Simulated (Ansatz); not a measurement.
Input for Ansatz (an electronic-structure program): R-CCSD(T)/cc-pVTZ on GeH2 (SMILES [GeH2]), 2S+1 = 1, a spin state set in the input, which need not be the lowest, at the other state's geometry. The run froze 14 orbitals, filled d shells among them.

Ansatz 0.2 input:
```yaml
crystal:
  periodic: [false, false, false]
  atoms:
    - {symbol: Ge, position_ang: [-0.00013225, 0.04576690, 0.00000000]}
    - {symbol: H, position_ang: [-1.33529880, -0.73613505, 0.00000000]}
    - {symbol: H, position_ang: [1.33953080, -0.72840574, 0.00000000]}
basis:
  gaussian:
    orbitals: cc-pVTZ
magnetization: {spin_polarized: false}
correlation: {method: ccsd_t, electrons: outside_noble_gas}
scf: {omitted_lower_state_checks: [cluster_reference]}
```

The log:

```
WARN ansatz: RAYON_NUM_THREADS=1 ignored (pool sized by the plan → 1); use --threads N
Functional definition: HF
these checks for a lower state are left out or cut short: cluster_reference
integrals: 0.04 GiB planned
433 factors; integrals over basis functions are off by at most 5.0e-4 eV
mean field: 0.11 GiB planned
mean field evaluation 1: about -56504.0400 eV, gradient 7.6e0 eV
mean field evaluation 2: about -56504.0638 eV, gradient 7.7e0 eV
mean field evaluation 4: about -56504.3925 eV, gradient 1.0e0 eV
mean field evaluation 8: about -56504.3956 eV, gradient 1.6e-3 eV
mean field -56504.39556410 eV, -2076.4982369257 hartree, gradient 1.5e-6 eV, S^2 0.000000; 0 other end points of the search recorded, 0 dependent functions left out; unrestricted orbitals would lower it
14 core orbitals not correlated
reference -56504.39556410 eV, -2076.4982369257 hartree; 3, 3 occupied and 54, 54 virtual orbitals, 433 factors
second order -2.79602624 eV of doubles, -0.00000000 eV of singles
coupled cluster: 0.10 GiB planned
cycle   1  -3.26292770 eV  change   -4.7e-1 eV  update   6.1e-2
cycle   2  -3.47369498 eV  change   -2.1e-1 eV  update   2.7e-2
cycle   3  -3.48697959 eV  change   -1.3e-2 eV  update   1.0e-2
cycle   4  -3.48885366 eV  change   -1.9e-3 eV  update   4.3e-3
cycle   5  -3.48876136 eV  change    9.2e-5 eV  update   1.7e-3
cycle   6  -3.48903771 eV  change   -2.8e-4 eV  update   5.0e-4
cycle   7  -3.48922680 eV  change   -1.9e-4 eV  update   1.5e-4
cycle   8  -3.48919133 eV  change    3.5e-5 eV  update   5.6e-5
cycle   9  -3.48917246 eV  change    1.9e-5 eV  update   2.2e-5
cycle  10  -3.48918438 eV  change   -1.2e-5 eV  update   5.3e-6
cycle  11  -3.48918396 eV  change    4.2e-7 eV  update   1.5e-6
perturbative correction -0.08916083 eV, -0.0032766000 hartree
Total energy: -56507.97390888 eV, -2076.6297386710 hartree
Checks for a lower state left out: cluster_reference
```

The run converged.

Cost: very roughly 0.6 core-seconds.
